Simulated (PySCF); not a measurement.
The dipole of `C=C(OC)C1CC1` from its density and from atomic charges.

Coordinates (GFN2-xTB, Å) and charges (e) from the PBE0/pcSseg-1 density (PySCF):

| atom | x | y | z | Mulliken | IAO | Hirshfeld | ESP-fitted |
| --- | --- | --- | --- | --- | --- | --- | --- |
| C1 | 0.326 | 1.396 | -0.026 | -0.2325 | -0.4599 | -0.1719 | -0.7698 |
| C2 | 0.374 | 0.068 | -0.040 | +0.1537 | +0.2205 | +0.0795 | +0.4742 |
| O3 | 1.507 | -0.690 | -0.156 | -0.4862 | -0.3304 | -0.1047 | -0.3406 |
| C4 | 2.738 | -0.022 | -0.278 | -0.0361 | -0.2063 | -0.0339 | -0.0806 |
| C5 | -0.808 | -0.822 | 0.068 | -0.2676 | -0.1483 | -0.0467 | -0.2085 |
| C6 | -1.974 | -0.467 | 0.950 | -0.1773 | -0.2847 | -0.0853 | -0.2763 |
| C7 | -2.132 | -0.436 | -0.533 | -0.1775 | -0.2848 | -0.0854 | -0.2778 |
| H8 | -0.613 | 1.906 | 0.072 | +0.1135 | +0.1492 | +0.0395 | +0.2694 |
| H9 | 1.196 | 2.020 | -0.107 | +0.1098 | +0.1480 | +0.0337 | +0.2208 |
| H10 | 3.496 | -0.801 | -0.345 | +0.1272 | +0.1622 | +0.0538 | +0.1092 |
| H11 | 2.939 | 0.608 | 0.595 | +0.1079 | +0.1346 | +0.0427 | +0.0869 |
| H12 | 2.769 | 0.595 | -1.182 | +0.1079 | +0.1349 | +0.0427 | +0.0866 |
| H13 | -0.525 | -1.866 | 0.016 | +0.1236 | +0.1612 | +0.0458 | +0.1549 |
| H14 | -2.450 | -1.262 | 1.504 | +0.1313 | +0.1514 | +0.0494 | +0.1513 |
| H15 | -1.933 | 0.471 | 1.481 | +0.1354 | +0.1506 | +0.0458 | +0.1244 |
| H16 | -2.717 | -1.208 | -1.008 | +0.1314 | +0.1515 | +0.0494 | +0.1525 |
| H17 | -2.199 | 0.524 | -1.021 | +0.1355 | +0.1503 | +0.0459 | +0.1234 |

Task: Compute μ = Σ q r for each scheme (1 e·Å = 4.803 D) and compare with the dipole of the full density.

Result: The full density gives (0.45, 0.22, -0.05) D, 0.51 D in size; dipole vectors point from the negative to the positive end.

```csv
scheme,μx,μy,μz,size (D),share of the full size (%),angle to the full dipole (°)
Mulliken,-0.42,2.15,0.06,2.19,432,75
IAO,0.44,0.36,-0.05,0.57,112,13
Hirshfeld,0.43,-0.27,-0.05,0.51,101,58
ESP-fitted,0.46,0.25,-0.05,0.53,103,2
```

Task: Which set comes closest?

Result: Length of the difference vector: ESP-fitted 0.03 D, IAO 0.14 D, Hirshfeld 0.49 D, Mulliken 2.12 D. Closest: ESP-fitted. ESP charges are fitted to the potential around the molecule, whose slowest-falling term is the dipole's. The schemes that divide the density aren't constrained to reproduce the dipole.

Task: What is left for the Hirshfeld atoms' own dipoles?

Result: The Hirshfeld atoms' densities add up to the full density, so μ = Σ q r + Σ (atomic dipoles). The atomic dipoles sum to (0.45, 0.22, -0.05) − (0.43, -0.27, -0.05) = (0.02, 0.49, 0.00) D, 0.49 D in size.

Task: With the origin at the mean of the coordinates, (0.000, 0.001, -0.001) Å, which are the largest single terms, by size, of the Hirshfeld dipole along the direction of the full one?

Result: C6 +0.84, C7 +0.84, C1 -0.75, H10 +0.73, H14 -0.68 D; all 17 atoms together +0.27 D. The single terms depend on the origin, their sum doesn't.

Task: Give the size of the full dipole in other units.

Result: 0.51 D = 0.200 au = 0.106 e·Å = 1.69 × 10⁻³⁰ C·m.

Isolated species at its GFN2-xTB geometry (one conformer only).

Shape of the structure used: `[CH2:1]=[C:2]([O:3][CH3:4])[CH:5]1[CH2:6][CH2:7]1`: C1–C2–O3–C4 0°, C1–C2–C5–C6 -36°.
